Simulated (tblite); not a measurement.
Write a Z-matrix for `CN[Si@H](C)COC` as optimised with GFN2-xTB.

Z-matrix in Å and degrees, rows numbered from 1:
```
C 
N   1  1.4453
Si  2  1.7195  1  123.99
C   3  1.9016  2  108.42  1   -58.55
C   3  1.9048  2  104.62  1  -177.12
O   5  1.4152  3  106.78  2   -60.48
C   6  1.4020  5  113.13  3  -178.00
H   1  1.0871  2  108.72  3    38.09
H   1  1.0952  2  112.72  3   -81.78
H   1  1.0915  2  110.11  3   156.99
H   2  1.0106  1  111.62  3   146.52
H   3  1.4780  2  116.29  1    64.25
H   4  1.0861  3  111.65  2   -54.98
H   4  1.0855  3  111.52  2  -175.51
H   4  1.0851  3  110.91  2    65.05
H   5  1.0980  3  112.76  2    60.15
H   5  1.0976  3  110.91  2   179.89
H   7  1.0983  6  111.20  5   -60.20
H   7  1.0889  6  107.09  5  -179.77
H   7  1.0981  6  111.22  5    60.72
```

Of the pairs four or more bonds apart, H17···H20 is among the closest relative to their van der Waals radii: 2.41 Å, 101 % of the sum of Bondi's values. O6 (ether oxygen) is bent (angle 113.1°). Si3 (SiH silicon) is distorted tetrahedral (angles from 104.6° to 116.3°). N2 (silicon-bound nitrogen) has angles 124.0°, 115.9° and 111.6°, sum 351.5°, 0.23 Å off the plane of its three neighbours.

Computed geometry: GFN2-xTB, gas phase.

Point group: C1 (no symmetry element, even within 0.4 Å). Its GFN2-xTB frequencies are all real (lowest 43 cm⁻¹). The numbers are those of one conformer (C1–N2–Si3–C4 -59°, N2–Si3–C5–O6 -60°, Si3–C5–O6–C7 -178°). 3 starts were optimised and ended at 0.00, 0.81 and 1.96 kcal/mol (GFN2-xTB); the lowest of these is shown.

On an Arm Neoverse N1 with one thread, no GPU, shared host, this took 2.0 s of wall time. That covers the optimisation of the geometry.
